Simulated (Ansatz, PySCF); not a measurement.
Potential energy curve for LiNa, singlet. Each curve is given relative to its own lowest point near equilibrium.

```csv
R / Å,A,B,C
2.35,8.6,13.8,13.6
2.52,3.2,7.1,6.0
2.62,1.4,4.3,2.9
2.74,0.2,2.0,0.3
2.78,0.0,1.4,0.1
2.93,0.1,0.2,0.0
2.98,0.3,0.0,0.2
3.11,1.5,0.1,1.0
3.27,3.5,1.1,2.4
3.37,5.1,2.1,3.5
3.59,9.1,5.0,5.8
3.94,16.3,10.8,9.3
4.37,25.2,18.3,12.6
4.89,35.2,26.7,15.0
5.34,42.6,32.6,16.2
5.81,49.2,37.5,16.9
6.45,56.4,42.1,17.4
7.24,62.9,44.7,17.6
7.97,67.3,44.5,17.7
8.87,71.0,41.6,17.8
```

Energies in mEh.

Task: Assign the columns to these levels of theory: restricted CAM-B3LYP/cc-pVQZ run with Ansatz (a program for electronic structure); PySCF with restricted MP2 (frozen core)/3-21G; MP2 on UHF/cc-pVQZ, frozen core run with Ansatz.

Result: A is RKS-CAM-B3LYP; B is RMP2/3-21G; C is UMP2.

The restricted form behind RMP2/3-21G, RKS-CAM-B3LYP keeps the bonding electrons paired and can't separate into open-shell fragments. The unrestricted determinant behind UMP2 is spin-contaminated at 2.35 to 8.87 Å (<S²> up to 1.0, against 0.00 for a pure singlet).
